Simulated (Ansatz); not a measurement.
Total energies of (F2B-mu-H)2 (B₂H₂F₄) from Ansatz at PBE-D4/def2-TZVPD, gas phase (1 Eh = 27.2114 eV = 2625.5 kJ/mol). The reference geometry is relaxed at PBE0-D4/def2-SVP.

```json
{"state": "charge 0 singlet", "geometry": "reference", "energy (Eh)": "-450.22849"}
{"state": "charge -1 doublet", "geometry": "reference", "energy (Eh)": "-450.21653"}
{"state": "free B atom (doublet)", "geometry": "–", "energy (Eh)": "-24.61015"}
{"state": "free F atom (doublet)", "geometry": "–", "energy (Eh)": "-99.67049"}
{"state": "free H atom (doublet)", "geometry": "–", "energy (Eh)": "-0.49962"}
```

Problem. Work out the vertical electron affinity, to the doublet.

Solution. E(charge 0 singlet) − E(charge -1 doublet) = -450.22849 − (-450.21653) = -0.01196 Eh = -0.33 eV; negative, so the extra electron isn't bound.

Problem. What is the binding energy per atom against free atoms?

Solution. Atoms: 2 × (-24.61015) + 4 × (-99.67049) + 2 × (-0.49962) = -448.90150 Eh. Binding: -448.90150 − (-450.22849) = 1.32699 Eh = 36.11 eV, or 4.51 eV for each of 8 atoms (no zero-point energy, no counterpoise term).

At PBE-D4/def2-TZVPD the highest occupied level of the charge -1 doublet lies above zero (up to 1.86 eV). By energy differences it is unbound by 0.33 eV (vertical, to the charge 0 singlet, at PBE-D4/def2-TZVPD) and held by the finite basis.
